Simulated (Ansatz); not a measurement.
Born–Oppenheimer molecular dynamics of CH₃ClOSi (7 atoms, charge 0, multiplicity 1). It starts at the highest image of a converged band, a first-order saddle point between two minima.

These are results of Ansatz, RKS PBE-D4/6-31G, not measurements.

```
ensemble                      : NVE (velocity Verlet)
time step                     : 0.5 fs
steps asked                   : 200
starting velocities drawn for : 100 K
seed                          : 12243
```

First frame:

```xyz
7
Properties=species:S:1:pos:R:3
O -0.441 1.290 -0.260
C 0.096 0.438 0.625
Si 0.117 -1.483 0.571
Cl -0.927 -1.404 -1.526
H -0.893 0.759 -0.997
H 0.593 0.977 1.446
H 1.455 -0.577 0.139
```

**Question.** How far do the bonds stretch over the last three quarters of this one trajectory? (Pairs bonded in most of those frames.)

**Answer.** 
```
   bond  mean (Å)  spread (Å)  shortest  longest
  O1–C2     1.352       0.012      1.32     1.36
  O1–H5     1.013       0.013      0.99     1.04
 C2–Si3     1.880       0.058      1.78     1.96
  C2–H6     1.100       0.018      1.07     1.13
Si3–Cl4     2.291       0.052      2.22     2.36
 Si3–H7     1.537       0.023      1.50     1.61
```

Mean temperature of the second half: 289 K. The conserved energy stayed within 0.052 meV per atom of its start (net change 0.042 meV per atom), so the integration is sound. The system heated up, since it started high on the potential surface and ran downhill. A run of 0.1 ps of so small a system gives no equilibrium averages. The orbitals stay closed-shell, which can raise the energy where a bond breaks towards radicals; this wasn't checked here. Limits of this set-up: no polarisation functions.

The run took 6.4 min on 1 thread of Arm Neoverse V1, on a shared host, peak memory 0.092 GiB.
